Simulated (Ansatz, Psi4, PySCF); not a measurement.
CuF, charge +1, doublet, geometry from GFN2-xTB (such geometries of metal compounds can be far from the true shape) (the multiplicity is a formal guess). Base run: B97M-V/6-31G** in PySCF.

PySCF was given this input:
```python
from pyscf import gto, scf, dft

mol = gto.Mole()
mol.atom = '''
    Cu   -0.00000000   -0.00000000   -0.40706850
    F     0.00000000    0.00000000    1.31166518
'''
mol.basis = '6-31g**'
mol.charge = 1
mol.spin = 1
mol.verbose = 3
mol.build()

mf = dft.UKS(mol)
mf.xc = 'b97m_v'
mf.kernel()
```

The same geometry, method and basis name were run in Ansatz (a first-principles code) and Psi4 and PySCF, at each program's defaults and at the settings that a row names. The base is PySCF at its defaults. Differences at the defaults can come from grids, fitting, cores and function types together.

```tsv
code and settings	ΔE vs base (mEh)	basis functions	E (Eh)	SCF cycles
PySCF, defaults (exact integrals, its default grid, spherical functions)	0.000	48	-1739.30702	15
Psi4, defaults (density fitting with its default set, its default grid, Cartesian functions)	-8.244	54	-1739.31526	14
Ansatz, defaults (factorised integrals, its default grid, Cartesian functions)	-6.006	51	-1739.31302	-
PySCF, density fitting with def2-universal-jkfit	-0.045	48	-1739.30706	16
PySCF, fine grid	0.000	48	-1739.30702	15
Psi4, exact integrals, spherical functions, fine grid	0.000	48	-1739.30702	18
Ansatz, high accuracy, Cartesian functions as the basis file defines them	-6.005	51	-1739.31302	-
```

Open shells are given as the SCF converged; they aren't shown to be the lowest states, and a large step between rows can be another state.
